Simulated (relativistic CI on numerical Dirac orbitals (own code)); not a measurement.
Hyperfine structure of I³¹⁺, mass number 129

Method of calculation: Dirac-Coulomb-Breit CI, orbitals from a KLI potential per configuration, model QED (radiative potential, 1s self-energy scaled to tabulated hydrogen-like ionisation energies), unscaled Slater integrals (own radial code, finite nucleus).

Configuration list (outside the closed core [Ne]): 3s2 3p6 3d4, 3s2 3p5 3d5, 3s 3p6 3d5, 3s2 3p6 3d3 4s, 3s2 3p6 3d3 4p, 3s2 3p6 3d3 4d, 3s2 3p5 3d4 4s, 3s2 3p6 3d3 4f, 3s 3p6 3d4 4s, 3s2 3p6 3d2 4s 4p, 3s2 3p6 3d3 5s, 3p6 3d6, 3p5 3d7, 3p5 3d6 4s, 3s2 3p6 3d2 4s2, 3s2 3p6 3d 4s2 4p, 3s2 3p6 3d 4s2 4d, 3p6 3d5 4s, 3p5 3d5 4s2. Double excitations out of closed p, d and f shells are left out; levels of such configurations are missing from the list, as are those of other unlisted configurations, and high levels can miss mixing partners.

Nuclear spin I = 7/2, μ = 2.6165 μN, Q = -0.483 b (tables of Stone and Pyykkö). The electronic factors are computed for point nuclear moments, without core polarisation or the Bohr-Weisskopf and QED corrections.

| Level | E (cm⁻¹) | A (MHz) | B (MHz) |
| --- | --- | --- | --- |
| 3s2 3p6 3d4 5D_1 | 67776.2 | 624.1 | -3380 |
| 3s2 3p6 3d4 5D_2 | 110717.6 | 6066 | -3550 |
| 3s2 3p6 3d4 5D_3 | 134681.8 | 9484 | 42.1 |
| 3s2 3p6 3d4 3G_3 | 225305.6 | 12290 | -1820 |
| 3s2 3p6 3d4 3F_2 | 228143.0 | 10430 | -5210 |
| 3s2 3p6 3d4 3H_5 | 240977.6 | 12560 | -7470 |
| 3s2 3p6 3d4 3P_1 | 251649.1 | 11810 | 141 |
| 3s2 3p6 3d4 3H_6 | 255774.5 | 13080 | -8230 |

Levels with J = 0, under 50 % of one LS term, or S terms without an open s electron are left out. Small factors come from cancelling terms and can be off by tens of per cent or more.

At this charge energies of transitions that change n are usually good to better than 1 %, and those within a shell (Δn = 0) to a few per cent. Terms inside the open d or f shell come out 10 to 20 % too wide with unscaled integrals.

Question: Give the hyperfine levels of 3s2 3p6 3d4 5D_2 relative to its centre of gravity.

Answer: With K = F(F + 1) − I(I + 1) − J(J + 1), E = AK/2 + B[¾K(K + 1) − I(I + 1)J(J + 1)]/[2I(2I − 1)J(2J − 1)]: F = 3/2: -56490, F = 5/2: -39740, F = 7/2: -17180, F = 9/2: 10300, F = 11/2: 41570 MHz.

LS names give the leading component of a level, which can be under half, so a name can repeat, a term be missing and a line seem to break the LS rules.
